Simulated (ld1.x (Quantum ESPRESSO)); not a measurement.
## Building the ultrasoft potential for lanthanum (La) (LDA (PZ), scalar-relativistic).

The input file (ld1.x (Quantum ESPRESSO) 7.5):

```
&input
   title='La', zed=57., rel=1, dft='PZ', iswitch=3,
   config='[Xe] 4f0 5d1 6s0 6p0',
   nld=4, rlderiv=4.30, eminld=-5.0, emaxld=5.0, deld=0.02
 /
 &inputp
   pseudotype=3, tm=.true., lloc=-1, rcloc=1.75,
   nlcc=.true., new_core_ps=.true., rcore=0.80,
   which_augfun='PSQ', rmatch_augfun_nc=.true.,
   file_pseudopw='La.UPF', file_wfcaegen='ae.wfc', file_wfcncgen='nc.wfc', file_beta='beta', file_chi='chi', file_wfcusgen='us.wfc'
 /
8
6S  1  0   0.00   0.00  2.85  3.95  0.0
6S  1  0   0.00   3.60  2.85  3.95  0.0
5P  2  1   6.00   0.00  2.80  3.25  0.0
6P  3  1   0.00   0.00  2.80  3.25  0.0
5D  3  2   1.00   0.00  2.60  3.05  0.0
5D  3  2   0.00  -0.15  2.60  3.05  0.0
4F  4  3   0.00   0.00  0.80  0.90  0.0
4F  4  3   0.00  -0.25  0.80  0.90  0.0
 &test
   configts(1)='4f0 5p6 5d1 6s0 6p0'
 /
```

Command:

```bash
ld1.x < La.in > La.out
```

The program printed (shortened: banner, matrices, multipoles, cross overlaps and the repeated all-electron block are left out):

```
Program LD1 v.7.5
     --------------------------- All-electron run ----------------------------

     La
     scalar relativistic calculation

     atomic number is 57.00
     dft =PZ   lsd =0 sic =0 latt =0  beta=0.20 tr2=1.0E-14
     Exchange-correlation= PZ
                           (   1   1   0   0   0   0   0)
     mesh =1253 r(mesh) = 100.17801 a.u. xmin = -7.00 dx = 0.01250
     1 Ry =  13.60569312 eV, c = 137.03599908

     n l     nl                  e(Ry)          e(Ha)          e(eV)
     1 0     1S 1( 2.00)     -2846.2446     -1423.1223    -38725.1309
     2 0     2S 1( 2.00)      -453.9704      -226.9852     -6176.5816
     2 1     2P 1( 6.00)      -407.1791      -203.5895     -5539.9535
     3 0     3S 1( 2.00)       -97.8100       -48.9050     -1330.7734
     3 1     3P 1( 6.00)       -82.8670       -41.4335     -1127.4629
     4 0     4S 1( 2.00)       -20.4790       -10.2395      -278.6309
     4 1     4P 1( 6.00)       -15.6148        -7.8074      -212.4497
     3 2     3D 1(10.00)       -61.3399       -30.6700      -834.5719
     5 0     5S 1( 2.00)        -3.8047        -1.9024       -51.7657
     5 1     5P 1( 6.00)        -2.5783        -1.2892       -35.0797
     4 2     4D 1(10.00)        -8.5744        -4.2872      -116.6612
     4 3     4F 1( 0.00)        -1.2727        -0.6364       -17.3160
     5 2     5D 1( 1.00)        -1.0927        -0.5463       -14.8669
     6 0     6S 1( 0.00)        -1.0060        -0.5030       -13.6874
     6 1     6P 1( 0.00)        -0.7315        -0.3657        -9.9523

     final scf error:  5.0E-15 reached in  31 iterations

     Etot =  -16972.474675 Ry,   -8486.237338 Ha, -230922.281969 eV

     Ekin =   17949.320575 Ry,    8974.660287 Ha,  244212.947505 eV
     Encl =  -41035.589128 Ry,  -20517.794564 Ha, -558317.632801 eV
     Eh   =    6506.454928 Ry,    3253.227464 Ha,   88524.829073 eV
     Exc  =    -392.661050 Ry,    -196.330525 Ha,   -5342.425746 eV

     normalization and overlap integrals

     s(1S/1S) =  1.000000  <r> =   0.0251  <r2> =    0.0009  r(max) =   0.0161
     s(2S/2S) =  1.000000  <r> =   0.1075  <r2> =    0.0136  r(max) =   0.0914
     s(2P/2P) =  1.000000  <r> =   0.0943  <r2> =    0.0108  r(max) =   0.0729
     s(3S/3S) =  1.000000  <r> =   0.2856  <r2> =    0.0932  r(max) =   0.2610
     s(3P/3P) =  1.000000  <r> =   0.2835  <r2> =    0.0932  r(max) =   0.2546
     s(4S/4S) =  1.000000  <r> =   0.6545  <r2> =    0.4834  r(max) =   0.6108
     s(4P/4P) =  1.000000  <r> =   0.6935  <r2> =    0.5469  r(max) =   0.6341
     s(3D/3D) =  1.000000  <r> =   0.2601  <r2> =    0.0798  r(max) =   0.2111
     s(5S/5S) =  1.000000  <r> =   1.5500  <r2> =    2.6975  r(max) =   1.4112
     s(5P/5P) =  1.000000  <r> =   1.7876  <r2> =    3.6114  r(max) =   1.5792
     s(4D/4D) =  1.000000  <r> =   0.7679  <r2> =    0.6841  r(max) =   0.6750
     s(4F/4F) =  1.000000  <r> =   1.1481  <r2> =    1.7246  r(max) =   0.7460
     s(5D/5D) =  1.000000  <r> =   2.5834  <r2> =    7.6840  r(max) =   2.1586
     s(6S/6S) =  1.000000  <r> =   3.6986  <r2> =   15.2499  r(max) =   3.3853
     s(6P/6P) =  1.000000  <r> =   4.4307  <r2> =   21.9350  r(max) =   4.0328

     ------------------------ End of All-electron run ------------------------

     --------------------- Generating US pseudopotential ---------------------

      Generating local potential from pseudized AE potential:
      Matching radius rcloc =   1.7500

      Local pseudo, rcloc= 1.745 Estimated cut-off energy=     7.85 Ry

      Computing core charge for nlcc:

       r > 0.80 : true rho core
      Core charge pseudized with two Bessel functions
      Integrated core pseudo-charge :  28.13
      Wfc-us  6S rcutus= 3.983  Estimated cut-off energy=     3.04 Ry
      Wfc-us  6S rcutus= 3.983  Estimated cut-off energy=     4.76 Ry
      Wfc-us  5P rcutus= 3.261  Estimated cut-off energy=     8.32 Ry
      Wfc-us  6P rcutus= 3.261  Estimated cut-off energy=    15.73 Ry
      Wfc-us  5D rcutus= 3.025  Estimated cut-off energy=    12.70 Ry
      Wfc-us  5D rcutus= 3.025  Estimated cut-off energy=    19.66 Ry
      Wfc-us  4F rcutus= 0.911  Estimated cut-off energy=   185.22 Ry
      Wfc-us  4F rcutus= 0.911  Estimated cut-off energy=   188.34 Ry

     Q pseudized with Bessel functions
     Expected ecutrho=     848.3414 due to l1=  3   l2=  3

     ------------------- End of pseudopotential generation -------------------

     Computing logarithmic derivative in   4.31984
     Computing logarithmic derivative in   4.31984
     Computing the partial wave expansion
     R is outside the sphere for l=    0 j= 0.00
     R is outside the sphere for l=    0 j= 0.00
     R is outside the sphere for l=    1 j= 0.00
     R is outside the sphere for l=    1 j= 0.00
     R is outside the sphere for l=    2 j= 0.00
     R is outside the sphere for l=    2 j= 0.00
     R is outside the sphere for l=    3 j= 0.00
     R is outside the sphere for l=    3 j= 0.00

     ---------------------- Testing the pseudopotential ----------------------

     La
     scalar relativistic calculation

     atomic number is 57.00   valence charge is  9.00
     dft =PZ   lsd =0 sic =0 latt =0  beta=0.20 tr2=1.0E-14
     mesh =1253 r(mesh) = 100.17801 xmin = -7.00 dx = 0.01250

     n l     nl             e AE (Ry)        e PS (Ry)    De AE-PS (Ry)
     4 3     4F   1( 0.00)       -1.27271       -1.27270       -0.00000
     2 1     5P   1( 6.00)       -2.57831       -2.57831       -0.00000
     3 2     5D   1( 1.00)       -1.09270       -1.09270        0.00000
     1 0     6S   1( 0.00)       -1.00601       -1.00601        0.00000
     3 1     6P   1( 0.00)       -0.73148       -0.73148       -0.00000

     eps = 1.1E-15  iter =  3

     Etot =  -16972.474675 Ry,   -8486.237338 Ha, -230922.281969 eV
     Etotps =  -122.434004 Ry,     -61.217002 Ha,   -1665.799487 eV

     Ekin =       7.609871 Ry,       3.804935 Ha,     103.537567 eV
     Encl =     -78.530122 Ry,     -39.265061 Ha,   -1068.456742 eV
     Ehrt =      23.729812 Ry,      11.864906 Ha,     322.860538 eV
     Ecxc =     -91.588038 Ry,     -45.794019 Ha,   -1246.118744 eV
     (Ecc =     -82.974739 Ry,     -41.487369 Ha,   -1128.928833 eV)
     Epseu=      16.344474 Ry,       8.172237 Ha,     222.377894 eV

     ---------------------- End of pseudopotential test ----------------------
```

The ghost test of this file was not conclusive. Its overlap operator is not positive definite in a basis up to 400 Ry (lowest eigenvalue s -0.10, p -0.34), so the file is unfit for use: the generalised eigenproblem breaks down once the basis is large enough, and its test numbers describe a broken file.

Generation and configuration tests took about 1.5 s on one core of a shared server CPU.

Transferability test of the new file with ld1.x, input:

```
&input
   title='La', zed=57., rel=1, dft='PZ', iswitch=2,
   config='[Xe] 4f0 5d1 6s0 6p0'
 /
 &test
   file_pseudo='La.UPF', nconf=10,
   configts(1)='4f0 5p6 5d1 6s0 6p0',
   configts(2)='4f0 5p6 5d1 6s2 6p0',
   configts(3)='4f0 5p6 5d1 6s1 6p0',
   configts(4)='4f0 5p6 5d0 6s0 6p0',
   configts(5)='4f1 5p6 5d0 6s2 6p0',
   configts(6)='4f0 5p6 5d1 6s1.5 6p0',
   configts(7)='4f0 5p6 5d1 6s0 6p1',
   configts(8)='4f0 5p6 5d2 6s1 6p0',
   configts(9)='4f0 5p6 5d1 6s0 6p0', lsdts(9)=1,
   configts(10)='4f0 5p6 5d1 6s2 6p0', lsdts(10)=1
 /
```

```bash
ld1.x < La.test.in > La.test.out
```

Pseudopotential blocks of its output, shortened (energy terms left out):

```
     ---------------------- Testing the pseudopotential ----------------------

     n l     nl             e AE (Ry)        e PS (Ry)    De AE-PS (Ry)
     4 3     4F   1( 0.00)       -1.27271       -1.27270       -0.00000
     2 1     5P   1( 6.00)       -2.57831       -2.57831       -0.00000
     3 2     5D   1( 1.00)       -1.09270       -1.09270        0.00000
     1 0     6S   1( 0.00)       -1.00601       -1.00601        0.00000
     3 1     6P   1( 0.00)       -0.73148       -0.73148       -0.00000

     eps = 1.1E-15  iter =  3

     Etot =  -16972.474675 Ry,   -8486.237338 Ha, -230922.281970 eV
     Etotps =  -122.434004 Ry,     -61.217002 Ha,   -1665.799487 eV

     ---------------------- End of pseudopotential test ----------------------
```

The test run then stopped with an error in chargeps: “negative rho”.
